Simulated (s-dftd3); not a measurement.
Cl₆OSi₂, charge -1, doublet, at a GFN2-xTB geometry (a state made from the parent by changing its charge; the spin is typed, not shown lowest); D3(bjm) for bp86 run with s-dftd3 1.4.0.

Input for s-dftd3:
```
$ s-dftd3 mol.xyz --bjm bp86 --json dftd3.json --noedisp --grad

# file mol.xyz
9

Cl     2.22041104    -0.82455864    -1.75637947
Si     1.70166371     0.64662268    -0.15723942
Cl     2.14624419    -0.59876932     1.42168049
Cl     1.27138841     2.44754238     1.08927576
O      0.05184612     0.41925439    -0.44469902
Si    -1.34614187    -0.24917263    -0.17374730
Cl    -2.63108543     0.59108060    -1.48908314
Cl    -2.01087974     0.10192726     1.69759586
Cl    -1.31325931    -2.24183026    -0.48124211
```

### Question
Predict the main parts of the log of this s-dftd3 run.

### Answer

```
-----------------------------------
 s i m p l e   D F T - D 3  v1.4.0
-----------------------------------

Rational (Becke-Johnson) damping: bp86-D3(BJ)
---------------------
  s6         1.0000
  s8         3.1403
  s9         0.0000
  a1         0.8218
  a2         2.7282
 alp        14.0000
--------------------

Dispersion energy:      -2.0747131849845E-02 Eh

Gradient norm:           2.0240198543651E-03 Eh/a0
--------------------------------------------------
     #    Z           dE/dx      dE/dy      dE/dz
--------------------------------------------------
     1   17 Cl    6.205E-04 -1.868E-04 -4.726E-04
     2   14 Si    4.106E-04  1.321E-04 -1.043E-05
     3   17 Cl    6.808E-04 -1.125E-04  3.626E-04
     4   17 Cl    3.743E-04  6.646E-04  2.655E-04
     5    8 O     3.477E-05  1.077E-04 -1.071E-04
     6   14 Si   -3.231E-04 -6.123E-05 -4.153E-05
     7   17 Cl   -6.033E-04  1.392E-04 -3.469E-04
     8   17 Cl   -6.904E-04 -3.998E-05  4.599E-04
     9   17 Cl   -5.040E-04 -6.432E-04 -1.095E-04
--------------------------------------------------

Virial:
--------------------------------------------------
      component           x          y          z
--------------------------------------------------
          x       1.528E-02  2.004E-03  4.363E-04
          y       2.004E-03  6.641E-03  1.641E-03
          z       4.363E-04  1.641E-03  5.747E-03
--------------------------------------------------

[Info] JSON dump of results written to 'dftd3.json'
```
